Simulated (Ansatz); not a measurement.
Gas-phase electronic energies from Ansatz, PBE0-D4/def2-TZVP geometries. CBS: MP2 limit from def2 TZ/QZ plus the TZ coupled-cluster correction, frozen cores. Functionals use def2-TZVPP. B3LYP here is the variant with VWN-RPA as its local correlation; programs differ in this. HSE06 is defined as in plane-wave codes. Elements past krypton have def2 core potentials. For Br, Sn outer-core shells are correlated without core-valence functions, which leaves a few kJ/mol of doubt a bond. Scalar relativity is left out up to krypton.

Consider the ligand exchange at the Si–C bond: `[SiH3][C@H]1B[Si@@H]1Br` + `[NH2][SnH3]` → `[SiH3][NH][SnH3]` + `Br[SiH]1BC1`.

```
             level  ΔE (kcal/mol)  difference from CCSD(T)/CBS
       LDA (SPW92)           -7.3                          0.9
            PBE-D4           -6.9                          1.3
         revPBE-D4           -6.5                          1.7
           BLYP-D4           -9.4                         -1.2
         r2SCAN-D4           -7.7                          0.5
            B97M-V           -8.0                          0.2
           PBE0-D4           -6.6                          1.6
        r2SCANh-D4           -7.6                          0.6
        r2SCAN0-D4           -7.4                          0.8
          HSE06-D4           -6.6                          1.6
          BHLYP-D4           -9.0                         -0.8
      CAM-B3LYP-D4           -9.2                         -1.0
           ωB97M-V           -7.9                          0.3
            B2PLYP           -9.5                         -1.3
          PBE-QIDH           -7.1                          1.1
               PBE           -7.4                          0.8
            revPBE           -7.4                          0.8
              BLYP          -10.5                         -2.3
            r2SCAN           -7.8                          0.4
              PBE0           -7.1                          1.1
             B3LYP          -10.0                         -1.8
           r2SCANh           -7.8                          0.4
             HSE06           -7.1                          1.1
         CAM-B3LYP           -9.7                         -1.5
           LC-ωPBE           -6.4                          1.8
RPA@PBE/def2-TZVPP           -8.6                         -0.4
       HF/def2-SVP          -10.0                         -1.8
      MP2/def2-SVP           -9.4                         -1.2
     CCSD/def2-SVP           -9.4                         -1.2
     HF/def2-TZVPP           -9.7                         -1.5
    MP2/def2-TZVPP           -8.3                         -0.1
SCS-MP2/def2-TZVPP           -8.9                         -0.7
   CCSD/def2-TZVPP           -8.3                         -0.1
CCSD(T)/def2-TZVPP           -8.3                         -0.1
     HF/def2-QZVPP           -9.9                         -1.7
    MP2/def2-QZVPP           -8.4                         -0.2
SCS-MP2/def2-QZVPP           -9.0                         -0.8
      HF/CBS(def2)          -10.0                         -1.8
     MP2/CBS(def2)           -8.3                         -0.1
    CCSD/CBS(def2)           -8.3                         -0.1
       CCSD(T)/CBS           -8.2                            0
```

Largest T1 diagnostic among the species: 0.013.

The D4 term adds +0.9 kcal/mol with B3LYP and +0.5 kcal/mol with PBE0; it sums over pairs of atoms, weighted by their polarisabilities, and B3LYP, whose exchange is more repulsive, gets the larger term. In def2-TZVPP, CCSD(T) changes the Hartree–Fock value by +1.4 kcal/mol (the triples alone add +0.0 kcal/mol) and MP2 by +1.3 kcal/mol. At CCSD(T), def2-SVP lies −1.2 kcal/mol from the extrapolated value and def2-TZVPP −0.0 kcal/mol.
